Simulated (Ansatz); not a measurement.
Ansatz (a quantum-chemistry and plane-wave program) input (FCI/STO-3G):

Ansatz 0.2 input:
```yaml
crystal:
  periodic: [false, false, false]
  atoms:
    - {symbol: Si, position_ang: [-0.00185614, -0.01051912, 1.30157599]}
    - {symbol: Br, position_ang: [1.05563279, -1.54255219, -0.27129398]}
    - {symbol: Br, position_ang: [-1.05489034, 1.54675983, -0.24933642]}
basis:
  gaussian:
    orbitals: STO-3G
total_charge: -1
magnetization: {spin_polarized: true, initial_magnetization: 1}
correlation: {method: fci, electrons: outside_noble_gas}
```

Output:

```
Functional definition: HF
integrals: 0.03 GiB planned
578 factors; integrals over basis functions are off by at most 4.1e-8 eV
mean field: 0.25 GiB planned
mean field evaluation 1: about -146257.4085 eV, gradient 5.8e0 eV
mean field evaluation 2: about -146257.4327 eV, gradient 5.8e0 eV
mean field evaluation 4: about -146257.9603 eV, gradient 4.0e-1 eV
mean field evaluation 8: about -146257.9642 eV, gradient 1.0e-6 eV
mean field -146257.96416435 eV, -5374.8810458312 hartree, gradient 3.6e-6 eV, S^2 0.755128; 0 other end points of the search recorded, 0 dependent functions left out
33 core orbitals not correlated
reference -146257.93809743 eV, -5374.8800878894 hartree; 10, 9 occupied and 2, 3 virtual orbitals, 578 factors
configuration interaction: 0.02 GiB planned
state -146258.78071663 eV, -5374.9110535738 hartree
Total energy: -146258.78071663 eV, -5374.9110535738 hartree
```
